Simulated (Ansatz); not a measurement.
Si4O6F4⁺, that is (FSi)4O6 adamantane with one electron fewer. The state is a doublet with charge 1. Geometry PBE-D4/def2-SVP, that of the neutral singlet.

Cartesian coordinates in Å:
```
Si -1.549 -0.744 0.120
F -2.987 -1.434 0.231
O -0.631 -0.991 1.498
Si 0.890 -0.292 1.446
F 1.716 -0.563 2.787
O 1.668 -0.913 0.098
Si 0.853 -0.662 -1.343
F 1.643 -1.276 -2.589
O -0.667 -1.345 -1.171
O 0.631 0.991 -1.498
Si -0.194 1.697 -0.223
F -0.373 3.272 -0.429
O -1.668 0.913 -0.098
O 0.667 1.345 1.171
```

At LDA (SPW92)/def2-SVP, PBE-D4/def2-SVP an occupied level of the charge 1 doublet lies above an empty one (by up to 0.33 eV), so this SCF solution is probably not the lowest. At LDA (SPW92)/def2-SVP, PBE-D4/def2-SVP the gap within one spin of the charge 1 doublet nearly closes, so an electron or hole may be smeared out by delocalisation error.

Q: Estimate the α-spin orbital energies around the gap (eV) in Ansatz with LDA (SPW92)/def2-SVP, PBE-D4/def2-SVP, PBE0-D4/def2-SVP.

A: 
```json
{"orbital": "HOMO−5", "LDA (SPW92)/def2-SVP": "-15.29", "PBE-D4/def2-SVP": "-15.06", "PBE0-D4/def2-SVP": "-17.40"}
{"orbital": "HOMO−4", "LDA (SPW92)/def2-SVP": "-15.27", "PBE-D4/def2-SVP": "-15.04", "PBE0-D4/def2-SVP": "-17.40"}
{"orbital": "HOMO−3", "LDA (SPW92)/def2-SVP": "-15.16", "PBE-D4/def2-SVP": "-14.94", "PBE0-D4/def2-SVP": "-16.91"}
{"orbital": "HOMO−2", "LDA (SPW92)/def2-SVP": "-15.03", "PBE-D4/def2-SVP": "-14.78", "PBE0-D4/def2-SVP": "-16.63"}
{"orbital": "HOMO−1", "LDA (SPW92)/def2-SVP": "-14.80", "PBE-D4/def2-SVP": "-14.55", "PBE0-D4/def2-SVP": "-16.25"}
{"orbital": "HOMO", "LDA (SPW92)/def2-SVP": "-14.67", "PBE-D4/def2-SVP": "-14.44", "PBE0-D4/def2-SVP": "-16.25"}
{"orbital": "LUMO", "LDA (SPW92)/def2-SVP": "-7.21", "PBE-D4/def2-SVP": "-6.92", "PBE0-D4/def2-SVP": "-6.05"}
{"orbital": "LUMO+1", "LDA (SPW92)/def2-SVP": "-6.69", "PBE-D4/def2-SVP": "-6.34", "PBE0-D4/def2-SVP": "-5.50"}
{"orbital": "LUMO+2", "LDA (SPW92)/def2-SVP": "-5.24", "PBE-D4/def2-SVP": "-4.92", "PBE0-D4/def2-SVP": "-3.93"}
{"orbital": "LUMO+3", "LDA (SPW92)/def2-SVP": "-5.24", "PBE-D4/def2-SVP": "-4.92", "PBE0-D4/def2-SVP": "-3.93"}
{"orbital": "LUMO+4", "LDA (SPW92)/def2-SVP": "-5.14", "PBE-D4/def2-SVP": "-4.81", "PBE0-D4/def2-SVP": "-3.69"}
{"orbital": "LUMO+5", "LDA (SPW92)/def2-SVP": "-4.79", "PBE-D4/def2-SVP": "-4.43", "PBE0-D4/def2-SVP": "-3.50"}
{"orbital": "β HOMO", "LDA (SPW92)/def2-SVP": "-14.42", "PBE-D4/def2-SVP": "-14.14", "PBE0-D4/def2-SVP": "-15.83"}
{"orbital": "β LUMO", "LDA (SPW92)/def2-SVP": "-14.75", "PBE-D4/def2-SVP": "-14.44", "PBE0-D4/def2-SVP": "-14.57"}
```
